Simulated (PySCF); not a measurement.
# How methods differ on the excitation energy of Kr²⁺

Kr²⁺ [Ar] 3d10 4s2 4p4 (3P) → Kr²⁺ [Ar] 3d10 4s2 4p3 5s1 (5S), as a difference of total energies. Calculation: PySCF 2.14, in aug-cc-pVDZ-PP with ECP10MDF (5s4p3d, 32 functions); a scalar-relativistic core potential. Correlated levels: valence: 3s2 3p6 3d10 frozen. The calculations carry no spin-orbit coupling.

```json
{"method": "UHF", "excitation energy (cm⁻¹)": "138150"}
{"method": "MP2 (valence)", "excitation energy (cm⁻¹)": "138080"}
{"method": "SCS-MP2 (valence)", "excitation energy (cm⁻¹)": "139270"}
{"method": "CCSD (valence)", "excitation energy (cm⁻¹)": "138220"}
{"method": "CCSD(T) (valence)", "excitation energy (cm⁻¹)": "138180"}
{"method": "CCSDT (valence)", "excitation energy (cm⁻¹)": "138170"}
```

The promoted electron is Rydberg-like, and one or two diffuse shells describe it only roughly, which tends to raise the upper state.
